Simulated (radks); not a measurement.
Results of a calculation; reference values are marked as such.
Question: Ionisation of Pm, [Xe] 4f5 6s2, to Pm+, [Xe] 4f5 6s1, under several functionals. Scalar-relativistic Kohn-Sham, spin-polarised, spherical densities, finite nucleus; open shells are filled with parallel spins first (spin-orbit coupling, left out, can overturn this in heavy ions); a radial shooting solver on a logarithmic mesh with Libxc functionals. The NIST Atomic Spectra Database gives 5.582 eV (measured). Rank these functionals by the error of their Delta-SCF ionisation energy: HCTH/407; SOGGA; RPBE; XLYP; PBEsol.

Answer: From best to worst: XLYP 5.592 eV (+0.010); PBEsol 5.492 eV (-0.090); RPBE 5.473 eV (-0.109); SOGGA 5.376 eV (-0.206); HCTH/407 5.985 eV (+0.403). Open shells are spherical and high-spin; term and fine-structure splittings are not resolved. Spin-orbit splitting is averaged out at the scalar-relativistic level.
